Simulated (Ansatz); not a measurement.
Total energies of Li10F10 (relaxed from a model of 2x2x5 LiF rock-salt block, whose bonding it doesn't keep) from Ansatz at PBE-D4/def2-SVP, gas phase (1 Eh = 27.2114 eV = 2625.5 kJ/mol). The reference geometry is relaxed at PBE-D4/def2-SVP.

| atom | x (Å) | y (Å) | z (Å) |
| --- | --- | --- | --- |
| Li1 | 1.823 | 0.164 | -3.328 |
| F2 | 1.638 | 0.555 | -1.571 |
| Li3 | 1.102 | 0.721 | 0.160 |
| F4 | 0.809 | 1.047 | 1.926 |
| Li5 | 0.175 | 1.143 | 3.618 |
| F6 | 1.530 | -1.624 | -3.220 |
| Li7 | 1.108 | -1.374 | -1.443 |
| F8 | 0.743 | -1.212 | 0.347 |
| Li9 | 0.270 | -0.876 | 2.087 |
| F10 | -0.151 | -0.626 | 3.864 |
| F11 | 0.151 | 0.626 | -3.864 |
| Li12 | -0.270 | 0.876 | -2.087 |
| F13 | -0.743 | 1.212 | -0.347 |
| Li14 | -1.108 | 1.373 | 1.443 |
| F15 | -1.530 | 1.624 | 3.220 |
| Li16 | -0.175 | -1.143 | -3.618 |
| F17 | -0.808 | -1.047 | -1.926 |
| Li18 | -1.102 | -0.721 | -0.160 |
| F19 | -1.638 | -0.555 | 1.571 |
| Li20 | -1.823 | -0.164 | 3.328 |

```csv
state,geometry,energy (Eh)
charge 0 singlet,reference,-1073.08303
charge 1 doublet,reference,-1072.73065
charge -1 doublet,reference,-1073.07736
free Li atom (doublet),–,-7.45390
free F atom (doublet),–,-99.53976
```

Q: Work out the vertical ionisation energy to the doublet.

A: E(charge 1 doublet) − E(charge 0 singlet) = -1072.73065 − (-1073.08303) = 0.35238 Eh = 9.59 eV. For comparison, −ε of the highest occupied level is 7.23 eV at this level, 2.36 eV less.

Q: Work out the vertical electron affinity, to the doublet.

A: E(charge 0 singlet) − E(charge -1 doublet) = -1073.08303 − (-1073.07736) = -0.00567 Eh = -0.15 eV; negative, so the extra electron isn't bound. The basis lacks diffuse functions, which makes affinities too small.

Q: Give the fundamental gap IE − EA, the Mulliken electronegativity (IE + EA)/2 and the hardness (IE − EA)/2.

A: From the values in Eh: IE − EA = 0.35238 − (-0.00567) = 0.35805 Eh = 9.74 eV; (IE + EA)/2 = 4.72 eV; (IE − EA)/2 = 4.87 eV. The HOMO–LUMO gap of the same run is 6.43 eV, 3.31 eV smaller than the fundamental gap.

Q: What is the binding energy per atom against free atoms?

A: Atoms: 10 × (-7.45390) + 10 × (-99.53976) = -1069.93660 Eh. Binding: -1069.93660 − (-1073.08303) = 3.14643 Eh = 85.62 eV, or 4.28 eV for each of 20 atoms (no zero-point energy, no counterpoise term).

At PBE-D4/def2-SVP the gap within one spin of the charge 1 doublet nearly closes, so an electron or hole may be smeared out by delocalisation error. At PBE-D4/def2-SVP the gap within one spin of the charge -1 doublet nearly closes, so an electron or hole may be smeared out by delocalisation error. At PBE-D4/def2-SVP the highest occupied level of the charge -1 doublet lies above zero (up to 1.17 eV). By energy differences it is unbound by 0.15 eV (vertical, to the charge 0 singlet, at PBE-D4/def2-SVP) and held by the finite basis.
